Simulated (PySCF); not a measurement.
**Electric field gradients and quadrupole coupling constants**

Species: SeOF2.
Z-matrix (Å and degrees, PBE0-D3(BJ)/def2-SVP geometry), rows numbered from 1:
```
Se
O   1  1.5785
F   1  1.7491  2  105.26
F   1  1.7491  2  105.29  3    96.29
```

Field gradients from the PBE0/pcSseg-1 density (PySCF, non-relativistic), principal values in atomic units, ordered |Vxx| ≤ |Vyy| ≤ |Vzz|:

| atom | Vxx | Vyy | Vzz |
| --- | --- | --- | --- |
| O2 | -0.2265 | -0.9586 | 1.1851 |

**Question.** Find the asymmetry η = (Vxx − Vyy)/Vzz and the couplings χ = eQV/h (234.96 MHz × Q in barn × V in au), with Q(17O) = −0.0256 b.

**Answer.** 
```tsv
atom	environment	nucleus	η	χzz (MHz)	χxx (MHz)	χyy (MHz)
O2	oxygen bonded to Se	17O	0.62	-7.13	1.36	5.77
```

**Question.** What is Vzz at O2 in SI units (1 au = 9.71736 × 10²¹ V/m²)?

**Answer.** 1.1851 au = 11.516 × 10²¹ V/m².

**Question.** And the gradient at the other heavy atoms, for which no coupling is worked out here?

**Answer.** 
```tsv
atom	environment	Vzz (au)	η
Se1	selenium bonded to 2 F and O	-5.145	0.24
F3	fluorine bonded to Se	2.274	0.07
F4	fluorine bonded to Se	2.273	0.07
```

Geometry: PBE0-D3(BJ)/def2-SVP; no solvent, vibrations or thermal averaging. The calculation is non-relativistic, for selenium too. These gradients aren't converged with respect to the basis.
